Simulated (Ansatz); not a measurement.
Frontier orbitals of `[CH2]1[S][SnH2]1`.

Total charge 0; spin multiplicity 1. Correlated methods include outer-core shells of Sn, which these sets cover unevenly. Sn: def2 effective core potential. The geometry is a stationary point of PBE0-D4/def2-TZVP. Basis def2-TZVPP, Ansatz 0.2.0.

| functional | HOMO (eV) | LUMO (eV) | gap (eV) |
| --- | --- | --- | --- |
| PBE | -5.42 | -1.74 | 3.68 |
| B97M-V | -5.73 | -1.65 | 4.08 |
| PBE0 | -6.61 | -1.03 | 5.58 |
| r2SCANh | -6.10 | -1.28 | 4.82 |
| ωB97X-V | -8.93 | 0.77 | 9.70 |
| ωB97M-V | -8.79 | 0.55 | 9.34 |

From PBE to PBE0 the HOMO moves by −1.19 eV and the LUMO by +0.71 eV, and with ωB97M-V by −3.37 and +2.28 eV, so the gap grows from 3.68 to 9.33 eV with exact exchange. A positive LUMO is unbound and depends on the basis.
